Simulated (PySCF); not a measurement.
Radial density of Te²⁵⁺ (tellurium, charge +25)

UHF, [Ar] 3d9, 2D determinant. All numbers are calculated (PySCF 2.14, the non-relativistic Hamiltonian (point nucleus), in an even-tempered Gaussian basis (17 s from 2.9 bohr⁻², ratio 2.5; 11 p from 3.8 bohr⁻², ratio 2.5; 8 d from 3.8 bohr⁻², ratio 2.5; 4 f from 19 bohr⁻², ratio 2.7; 3 g from 29 bohr⁻², ratio 2.7)).

| r (bohr) | 4πr²ρ (e/bohr) | 4πr²(ρα − ρβ) |
| --- | --- | --- |
| 0.000493 | 0.2871 | 0.0000 |
| 0.000829 | 0.7842 | 0.0000 |
| 0.00140 | 2.092 | 0.0000 |
| 0.00235 | 5.362 | 0.0000 |
| 0.00395 | 12.85 | -0.0001 |
| 0.00664 | 27.50 | -0.0002 |
| 0.0112 | 48.84 | -0.0003 |
| 0.0188 | 64.55 | 0.0000 |
| 0.0316 | 59.86 | 0.0064 |
| 0.0531 | 62.50 | 0.0810 |
| 0.0894 | 83.84 | 0.6213 |
| 0.150 | 59.62 | 2.4768 |
| 0.253 | 64.32 | 3.7252 |
| 0.425 | 26.67 | 1.2109 |
| 0.716 | 0.7552 | 0.0351 |
| 1.20 | 0.0007434 | 0.0000 |

A non-relativistic calculation at this Z misses sizeable relativistic shifts. Spin-orbit coupling, absent here, splits the open shell strongly.
